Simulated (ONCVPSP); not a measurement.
Cr (Z = 24): variants of one ONCV potential

Base potential:

```json
{"Element": "Cr", "Generator": "ONCVPSP 4.0.1", "Type": "optimised norm-conserving Vanderbilt (ONCV)", "Functional": "Wu-Cohen", "Relativity": "scalar-relativistic", "Frozen core": "[Ne]", "Valence charge": "14", "Reference configuration": "3s2 3p6 3d5 (charge +1)", "Partial waves": "3s: rc 1.30 bohr, ncon 5, nbas 9, qcut 11.4 1/bohr, 2 projectors, debl 3.3 Ha; 3p: rc 1.15 bohr, ncon 5, nbas 8, qcut 13.7 1/bohr, 1 projector; 3d: rc 1.70 bohr, ncon 4, nbas 8, qcut 10.4 1/bohr, 3 projectors, debl 3.1 Ha", "Local potential": "polynomial inside 1.10 bohr (lpopt 5, dvloc0 -1 Ha)", "Core correction": "Teter function, fcfact 3, rcfact 1.2"}
```

All-electron outer shells of the reference configuration (Wu-Cohen, scalar-relativistic, ld1.x):

```
shell  level (eV)  outermost node (bohr)  outermost maximum (bohr)
   3s      -80.73                   0.36                      0.78
   3p      -52.34                   0.33                      0.80
   3d       -9.83                      –                      0.84
```

Cutoffs, loose and tight: the cutoffs (Ha) at which the residual kinetic energy of the hardest occupied pseudo-wave falls to 1 and 0.1 mHa per electron. They do not see the model core or the augmentation charge, which bear on the density cutoff. Test errors are all-electron minus pseudo excitation energies from the reference, over the configurations 3s2 3p6 3d5 4s1; 3s2 3p6 3d4; 3s2 3p6 3d3; 3s2 3p6 3d5 4s0.5. A dash means not determined; rows that change the core or the reference have their own tests.

| change | outcome | cutoff, loose | cutoff, tight | bound ghosts | GHOST(+) flags above zero | largest test error (meV) |
| --- | --- | --- | --- | --- | --- | --- |
| base | generated | 57 Ha | 71 Ha | none | none | +130 |
| fully relativistic | generated | 57 Ha | 71 Ha | none | none | +130 |
| core correction Teter function, fcfact 3.75, rcfact 1.25 | generated | 57 Ha | 71 Ha | none | none | +130 |
| d: nbas 7 | generated | 57 Ha | 71 Ha | none | none | +130 |
| local potential polynomial inside 1.00 bohr (lpopt 5, dvloc0 6 Ha) | generated | 57 Ha | 71 Ha | none | none | +129 |
| local potential polynomial inside 1.10 bohr (lpopt 5, dvloc0 9.5 Ha) | generated | 57 Ha | 71 Ha | none | s | +124 |

Q: What comes out with this change to the base: all radii but the core radius scaled by about 0.91 (s 1.18, p 1.04, d 1.54 bohr); local potential polynomial inside 1.00 bohr (lpopt 5, dvloc0 -1 Ha)?

A: outcome: generated; cutoff, loose: 61 Ha; cutoff, tight: 76 Ha; bound ghosts: none; GHOST(+) flags above zero: none; largest test error (meV): +89.

Q: What comes out with this change to the base: s: qcut 8.1; p: qcut 9.7; d: qcut 7.3?

A: outcome: generated; cutoff, loose: 30 Ha; cutoff, tight: 83 Ha; bound ghosts: none; GHOST(+) flags above zero: none; largest test error (meV): +263.
